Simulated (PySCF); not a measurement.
Cartesian coordinates (Å):
```xyz
14

O     -1.9466    -2.5765     0.7527
S     -1.5260    -1.1405     0.9535
C     -2.3366     0.1008    -0.0707
C     -1.4403     0.9978    -0.5893
C     -0.0819     0.6014    -0.3302
C      0.0819    -0.6014     0.3302
C      1.4403    -0.9978     0.5893
C      2.3366    -0.1008     0.0707
S      1.5260     1.1405    -0.9535
O      1.9466     2.5765    -0.7527
H     -3.4325     0.1587    -0.0420
H     -1.7181     1.9347    -1.0942
H      1.7181    -1.9347     1.0942
H      3.4325    -0.1587     0.0420
```
Charge 0, multiplicity 1.

**Question.** What is the computed HOMO, total energy and dipole moment (PBE-D3(BJ)/def2-TZVP // PBE-D3(BJ)/def2-SVP in PySCF)?

**Answer.** 
```
Property               Value
-------------  -------------
HOMO                -6.02 eV
total energy   -1177.1735 Ha
dipole moment         0.00 D
```
